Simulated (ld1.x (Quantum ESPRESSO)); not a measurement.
**Ne (Z = 10): from the effect back to the setting (TM)**

Base potential:

Ne (Z = 10), norm-conserving Troullier–Martins (Kleinman–Bylander form), made with ld1.x (Quantum ESPRESSO) 7.5 (PBE, non-relativistic). Core none, reference 1s2 2s2 2p6. Waves: 2p (bound): rc 1.00 bohr; 1s (bound): rc 0.30 bohr. Local part: the s channel. Core correction: none.

Occupied shells without a wave of their own: 2s. They enter only through the test configuration that unscreens the potential.

Cutoffs, loose and tight: the cutoffs (Ry, on a coarse ladder) from which the occupation-weighted sum of valence levels, in a spherical-Bessel basis at the reference potential, stays within 10 and 1 mRy of its value at 400 Ry. They do not see the model core or the augmentation charge, which bear on the density cutoff. Test errors are all-electron minus pseudo excitation energies from the reference, over the configurations 1s2 2s2 2p5; 1s2 2s2 2p4; 1s2 2s2 2p3; 1s2 2s2 2p2; 1s2 2s1 2p6; 1s1 2s2 2p6; 1s2 2s2 2p5.5; variants that change the core or the reference have their own tests.

Only the p radius is moved:

```csv
p radius (bohr),bound ghosts,largest test error (meV),median size of the test errors
0.68,not determined,+2981,284.3 meV
0.76,not determined,+2981,307.5 meV
0.82,not determined,+2979,332.3 meV
0.92,not determined,+2973,401.3 meV
1.02,not determined,+2965,497.1 meV
1.12,not determined,+2951,653.5 meV
1.2,not determined,+2941,763.4 meV
1.32,not determined,+2915,1081.0 meV
1.48,not determined,+4565,1739.6 meV
```

Problem. One more run gave bound ghosts: not determined; largest test error (meV): +3790; median size of the test errors: 1432.4 meV. Which value of the p radius was used?

Solution. 1.4 bohr. The median size of the test errors moves one way along this sweep, from 284.3 meV at 0.68 to 1739.6 meV at 1.48 bohr, which places the run between 1.32 and 1.48 bohr.
